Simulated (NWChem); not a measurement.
## Extrapolating the CCSD correlation energy of sulfur difluoride (F2S)

```
S
F 1 1.6118
F 1 1.6118 2 99.21
```
Charge 0, spin multiplicity 1.

Program: NWChem. All single points use one geometry, from PBE0/def2-SVP, a minimum by its harmonic frequencies.

The correlated methods keep 7 core orbitals frozen. Coupled-cluster values serve here as a point of comparison, not as the truth.

Worked example. The CCSD correlation energy is -518.65 mHa in cc-pVDZ and -687.58 mHa in cc-pVTZ. The form E(X) = E∞ + A/X³ turns the pair into an estimate of the basis-set limit.

E∞ = (3³·(-687.58) − 2³·(-518.65))/(3³ − 2³) = -758.7 mHa. The larger basis holds 91 % of that. This is a two-point estimate, and a rough one from so small a pair.
